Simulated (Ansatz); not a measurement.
Stepwise reaction of `O[SiH](F)N[Si](O)(F)F` with hydrogen, as a gas-phase model of exchange steps in deposition or etching. ΔE in kJ/mol.

Calculated with Ansatz (gas phase, PBE0-D4/def2-TZVP geometries, no zero-point term in ΔE). CCSD(T)/CBS is the MP2 limit (def2-TZVPP, def2-QZVPP) plus CCSD(T) − MP2 in def2-TZVPP, frozen cores. This one scheme is used for every species. Functionals use def2-TZVPP. B3LYP here is the variant with VWN-RPA as its local correlation; programs differ in this. One conformer a species, not always the lowest.

```json
{"step": "1", "reaction": "`O[SiH](F)N[Si](O)(F)F` + H₂ → `O[SiH2]N[Si](O)(F)F` + H–F", "PBE-D4": "137.5", "B3LYP-D4": "145.6", "ωB97M-V": "146.9", "CCSD(T)/CBS": "143.4"}
```

(1) Give the row of step 2, `O[SiH2]N[Si](O)(F)F` + H₂ → `O[SiH2]N[SiH](O)F` + H–F. (Best estimate.)

(2) By hand: ΔE of the 2 steps together at CCSD(T)/CBS.

Answers

(1) The calculation gave: 
```
step                                                reaction  PBE-D4  B3LYP-D4  ωB97M-V  CCSD(T)/CBS
   2  `O[SiH2]N[Si](O)(F)F` + H₂ → `O[SiH2]N[SiH](O)F` + H–F   132.1     142.7    142.9        138.3
```

(2) (143.4) + (138.3) = 281.7 kJ/mol, or 140.9 kJ/mol a step.

In ΔE each step is lower than the one before. All are uphill at CCSD(T)/CBS. PBE-D4 differs from CCSD(T)/CBS by -6.2 to -5.9 kJ/mol a step. Isolated molecules leave out the surface, adducts and barriers. Largest T1 diagnostic: 0.012.
